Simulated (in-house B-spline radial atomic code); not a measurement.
Configurations of the cadmium ion Cd⁸⁺, with energies counted from [Kr] 4d4. Level of theory: non-relativistic revTPSS, spin-polarised, spherical fractional occupations, point nucleus; calculated with an all-electron radial atomic-structure program (B-spline basis). Shells without spins written out take the highest spin.

Occupations are held fixed; configurations that lie above the ionisation limit could autoionise.

```tsv
configuration	E - E(ref) (eV)	highest orbital	its <r> (bohr)
[Kr] 4d(2 up, 2 down)	4.9767	4d up	1.015
[Ar] 3d10 4s2 4p5 4d5	52.673	4d up	1.008
[Kr] 4d3 5p1	58.914	5p up	1.904
[Ar] 3d10 4s2 4p5 4d4 4f1	116.06	4f up	1.266
[Ar] 3d10 4s2 4p(2 up, 3 down) 4d(3 up, 1 down) 5p(1 up, 0 down)	121.51	5p up	1.903
[Ar] 3d10 4s2 4p(3 up, 2 down) 4d(2 up, 2 down) 5d(0 up, 1 down)	141.18	5d down	2.204
[Ar] 3d9 4s2 4p6 4d4 5d1	494.51	5d up	2.159
```

(1) Order these further configurations by energy, lowest first.
A. [Ar] 3d(4 up, 5 down) 4s2 4p6 4d(3 up, 1 down) 5s(1 up, 0 down)
B. [Ar] 3d9 4s2 4p6 4d4 4f1
C. [Ar] 3d9 4s2 4p6 4d5
D. [Ar] 3d9 4s2 4p6 4d4 5f1
E. [Ar] 3d9 4s2 4p6 4d4 5s1

(2) How far above the reference does [Ar] 3d10 4s2 4p5 4d4 5p1 lie?

(3) How far above the reference does [Kr] 4d3 5s1 lie?

(4) How far above the reference does [Ar] 3d10 4s2 4p(2 up, 3 down) 4d(4 up, 0 down) 4f(1 up, 0 down) lie?

Results:

(1) C (412.19 eV), E (462.76 eV), A (468.11 eV), B (477.45 eV), D (515.09 eV).

(2) 112.9 eV; its least bound orbital is 5p up with <r> = 1.894 bohr.

(3) 46.92 eV; its least bound orbital is 5s up with <r> = 1.779 bohr.

(4) 122.12 eV; its least bound orbital is 4f up with <r> = 1.274 bohr.
